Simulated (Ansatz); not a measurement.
Species: Cu2, net charge 0, singlet state. 
Coordinates optimised at B3LYP-D3(BJ)/def2-TZVP (Ansatz, a program for electronic structure):
```xyz
2

Cu     0.0000     0.0000    -1.1457
Cu     0.0000     0.0000     1.1457
```

Parts of the frozen-core correlation energy in def2-TZVPPD (Ansatz, hartree). Frozen orbitals: 18; correlated occupied orbitals by spin: 11 and 11; virtual: 105 and 105. No spin-orbit coupling. No relativistic terms.

```csv
term,value
reference (HF),-3277.86254
MP2 opposite-spin,-0.64007
MP2 same-spin,?
CCSD correlation,?
(T),?
T1 diagnostic,0.027
largest doubles amplitude,0.063
```

Question: What belongs in the gaps?

Answer: 
- MP2 same-spin, value: -0.37005
- CCSD correlation, value: -0.88053
- (T), value: -0.04129
